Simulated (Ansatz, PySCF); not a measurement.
Breaking a bond: CuCl, singlet.

Computed with: RKS-PBE = restricted PBE/def2-TZVP (Ansatz, a program for electronic structure); UKS-PBE = unrestricted PBE/def2-TZVP (Ansatz); UKS-PBE0 = unrestricted PBE0/def2-TZVP (PySCF); UCCSD(T) = CCSD(T) on UHF/def2-TZVP, 10 core orbitals frozen in PySCF 2.14.0.

Energies relative to the lowest point of each curve near equilibrium, in kcal/mol; the last columns give the difference from UCCSD(T):

```
R / Å  RKS-PBE  UKS-PBE  UKS-PBE0  UCCSD(T)  RKS-PBE − UCCSD(T)  UKS-PBE − UCCSD(T)  UKS-PBE0 − UCCSD(T)
-----  -------  -------  --------  --------  ------------------  ------------------  -------------------
1.66      52.4     52.4      54.3      57.6                -5.2                -5.2                 -3.3
1.75      26.7     26.7      28.1      30.5                -3.8                -3.8                 -2.4
1.86       9.3      9.3      10.1      11.5                -2.3                -2.3                 -1.5
1.95       2.5      2.5       2.9       3.7                -1.2                -1.2                 -0.8
2.02       0.3      0.3       0.5       0.9                -0.5                -0.5                 -0.4
2.08       0.0      0.0       0.0       0.0                 0.0                 0.0                  0.0
2.15       0.9      0.9       0.7       0.4                 0.6                 0.6                  0.4
2.21       2.5      2.5       2.2       1.5                 1.0                 1.0                  0.7
2.30       5.8      5.8       5.5       4.4                 1.5                 1.5                  1.1
2.43      11.9     11.9      11.5      10.0                 1.9                 1.9                  1.5
2.55      18.0     18.0      17.7      16.0                 2.0                 2.0                  1.7
2.78      29.7     29.7      30.0      28.2                 1.5                 1.5                  1.8
3.15      45.9     45.9      47.6      46.6                -0.7                -0.7                  1.0
3.43      55.4     55.4      57.5      58.3                -2.9                -2.9                 -0.8
3.76      63.9     63.0      65.2      72.2                -8.3                -9.2                 -7.1
4.20      71.7     68.8      71.2      79.8                -8.1               -11.0                 -8.6
4.61      76.5     71.8      74.6      81.7                -5.3                -9.9                 -7.2
5.13      80.2     74.0      77.0      82.4                -2.2                -8.3                 -5.4
5.59      82.3     75.2      78.3      82.5                -0.2                -7.4                 -4.2
6.29      84.1     76.1      79.4      82.6                 1.5                -6.5                 -3.2
7.34      85.4     76.8      80.2      82.6                 2.8                -5.8                 -2.4
8.35      86.1     77.1      80.5      82.6                 3.5                -5.5                 -2.1
```

RKS-PBE is furthest from UCCSD(T) at 3.76 (-8.3 kcal/mol, below); its mean absolute difference over the points is 2.6 kcal/mol.

UKS-PBE is furthest from UCCSD(T) at 4.20 (-11.0 kcal/mol, below); its mean absolute difference over the points is 4.0 kcal/mol.

UKS-PBE0 is furthest from UCCSD(T) at 4.20 (-8.6 kcal/mol, below); its mean absolute difference over the points is 2.6 kcal/mol.

The restricted form behind RKS-PBE keeps the bonding electrons paired and can't separate into open-shell fragments. The unrestricted determinant behind UKS-PBE, UKS-PBE0 is spin-contaminated at 3.43 to 8.35 Å (<S²> up to 0.8, against 0.00 for a pure singlet). At the longest distance UKS-PBE0 leaves fractional charges on the fragments, a sign of delocalisation error or of the restricted form. The unrestricted determinant behind UCCSD(T) is spin-contaminated at 3.76 to 8.35 Å (<S²> up to 1.0, against 0.00 for a pure singlet).
